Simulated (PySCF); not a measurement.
**C₆ coefficients of unlike pairs at r2SCAN0**

Calculated with PySCF 2.14 from the dipole response of each species, C₆(A,B) = (3/π) ∫ α_A(iu) α_B(iu) du, in atomic units, from isotropic polarisabilities. For ions this is the dispersion term alone; charge-induced terms of lower order in 1/R come first.

| species | configuration | basis | relativity | α (bohr³) | C₆ (like pair) |
| --- | --- | --- | --- | --- | --- |
| Al²⁺ | [Ne] 3s1 (2S) | aug-cc-pwCVDZ (6s5p3d) | none | 14.84 | 42.06 |
| Ar | [Ar] (1S) | aug-cc-pV(Q+d)Z with one added diffuse shell each of s, p, d, f, g type (8s7p6d4f3g) | none | 11.19 | 66.25 |
| Bi | [Xe] 4f14 5d10 6s2 6p3 (4S) | aug-cc-pV5Z-PP with ECP60MDF (8s8p6d4f3g2h) | core potential | 50.77 | 627.4 |
| Zn²⁺ | [Ar] 3d10 (1S) | dyall-av2z (16s12p7d2f) | none | 2.479 | 6.383 |

**Question.** Estimate C₆ for Ar with Al²⁺.

**Answer.** The integral gives 47.10. The combination rule 2 C_A C_B / (C_A α_B/α_A + C_B α_A/α_B) gives 46.61 and the geometric mean 52.78.

No spin-orbit coupling is included, so Bi, close to jj coupling, stand for model states.

The other pairs:

```json
{"pair": "Zn²⁺, Bi", "C₆": "52.20"}
{"pair": "Zn²⁺, Ar", "C₆": "19.14"}
{"pair": "Bi, Ar", "C₆": "194.0"}
{"pair": "Zn²⁺, Al²⁺", "C₆": "12.15"}
{"pair": "Bi, Al²⁺", "C₆": "160.4"}
```
